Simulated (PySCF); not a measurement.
Computed IR spectrum (relative IR intensity) of a molecule C4H5F. The structure is a stationary point at PBE-D3(BJ)/def2-SVP. One conformer was computed; it need not be the lowest. The numbers are results of PBE-D3(BJ)/def2-SVP (PySCF), not measurements. Harmonic, unscaled wavenumbers; measured fundamentals usually lie a few per cent lower.

Lines under 2 % of the strongest are left out, and lines within 2 cm⁻¹ are merged.

| ν (cm⁻¹) | relative intensity |
|---|---|
| 378 | 2.2 |
| 483 | 14 |
| 664 | 27 |
| 816 | 67 |
| 915 | 4.4 |
| 927 | 8.3 |
| 975 | 5.1 |
| 982 | 31 |
| 1032 | 25 |
| 1097 | 27 |
| 1138 | 76 |
| 1171 | 47 |
| 1183 | 5.5 |
| 1281 | 18 |
| 1322 | 100 |
| 1396 | 11 |
| 2963 | 58 |
| 2980 | 48 |
| 3046 | 17 |
| 3115 | 15 |
| 3149 | 14 |

Problem. Pick the molecule that these values belong to.
A) F[C@H]1C=CC1
B) C=C/C=C/F
C) CC=C=CF
D) C#C[C@H](C)F

Solution. A, F[C@H]1C=CC1
